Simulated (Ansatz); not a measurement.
Name a neutral molecule of C, O, Si and H with LUMO energy (PBE/def2-TZVPP) between -1.00 and -0.70 eV and size of the dipole moment (B3LYP/def2-TZVPP) between 1.80 and 2.10 D (Ansatz, PBE0-D4/def2-TZVP geometry).

`C[SiH](O)[Si](O)(O)O` (-0.73 eV, 2.02 D). Other molecules can fit too; these were computed, each in one conformer that needn't be the lowest.

B3LYP here is the variant with VWN-RPA as its local correlation; programs differ in this.
